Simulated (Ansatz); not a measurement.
Molecule: CHF, charge 0, multiplicity 1. 
Geometry from a B3LYP-D3(BJ)/def2-TZVP (Ansatz, a first-principles code) optimisation:
```
C
F 1 1.3097
H 1 1.1236 2 102.28
```

Quantity: vertical triplet-singlet gap (E(triplet) - E(singlet); each state is the SCF solution reached for its spin; for the singlet the Hartree-Fock reference is unstable and T1 is 0.017), in kJ/mol. Correlated levels leave the core frozen unless marked. UHF or UKS for open shells. Spin-orbit coupling is left out. Non-relativistic. CBS(X,Y): correlation extrapolated as X^-3; Hartree-Fock from the larger set.

```tsv
level	program	vertical triplet-singlet gap (kJ/mol)
MP2/aug-cc-pVDZ	Ansatz	69.5
RI-MP2/CBS(def2-TZVPPD,def2-QZVPPD)	Ansatz	80.7
SCS-MP2/aug-cc-pVDZ	Ansatz	86.1
```

Problem. Estimate the value at CCSD(T)/CBS(aug-cc-pVTZ,aug-cc-pVQZ) as computed with Ansatz.

Solution. 91.3 kJ/mol
